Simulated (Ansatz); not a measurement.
**CH5BeNS: structure from calculated spectroscopic constants**

These gas-phase data were calculated for one isomer of CH5BeNS at PBE0-D3(BJ)/pcseg-1 (harmonic, unscaled wavenumbers; equilibrium rotational constants with average atomic masses):

| Quantity | Value |
| --- | --- |
| rotational constants | 34.18, 1.946, 1.888 GHz |
| all wavenumbers above 1500 cm⁻¹ | 3591, 3141, 3092, 3027, 2723, 1520 |
| dipole moment | 2.01 D (PBE0/def2-TZVPD) |

Candidates:

(1) `C[NH][Be][SH]`, a singlet
(2) `C[S][Be][NH2]`, a singlet

**Question.** Which structure fits?

**Answer.** Candidate (1). The band at 2723 cm⁻¹ lies where the S–H stretch is expected; (2) has no mode between 2500 and 2800 cm⁻¹.

The same quantities for all candidates:

|  | rotational constants (GHz) | wavenumbers above 1500 cm⁻¹ | dipole (D) | E above the lowest, PBE0-D3(BJ)/pcseg-1 (kcal/mol) |
| --- | --- | --- | --- | --- |
| (1) | 34.18, 1.946, 1.888 | 3591, 3141, 3092, 3027, 2723, 1520 | 2.01 | 2.5 |
| (2) | 14.63, 2.758, 2.386 | 3687, 3602, 3194, 3192, 3085, 1553 | 1.99 | 0.0 |

Harmonic stretches to hydrogen usually lie a few per cent above observed fundamentals. Programs: Ansatz 0.2.0.
